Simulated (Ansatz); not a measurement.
Reaction (formal exchange of groups at the Si–O bond): `CO[Si](O)([SiH3])Cl` + CH₄ → `C[Si](O)([SiH3])Cl` + CH₃OH

Calculated with Ansatz (gas phase, PBE0-D4/def2-TZVP geometries, no zero-point term in ΔE). CBS: MP2 limit from def2 TZ/QZ plus the TZ coupled-cluster correction, frozen cores. This one scheme is used for every species. DFT in def2-TZVPP. One conformer a species, not always the lowest.

| species | r2SCAN energy (Eh) |
| --- | --- |
| `CO[Si](O)([SiH3])Cl` | -1232.03062 |
| CH₄ | -40.50087 |
| `C[Si](O)([SiH3])Cl` | -1156.78140 |
| CH₃OH | -115.70575 |

(1) Work out ΔE.

Largest T1 diagnostic among the species: 0.012.

Results:

(1) ΔE = (-1156.78140) + (-115.70575) − (-1232.03062) − (-40.50087) = 0.04434 Eh = +116.4 kJ/mol. CCSD(T)/CBS gives +114.9 kJ/mol.

In def2-TZVPP, CCSD(T) changes the Hartree–Fock value by −8.8 kJ/mol (the triples alone add −0.2 kJ/mol) and MP2 by −7.1 kJ/mol. The D4 term adds +3.7 kJ/mol with B3LYP and +2.2 kJ/mol with PBE0; it sums over pairs of atoms, weighted by their polarisabilities, and B3LYP, whose exchange is more repulsive, gets the larger term.

B3LYP here is the variant with VWN-RPA as its local correlation; programs differ in this.
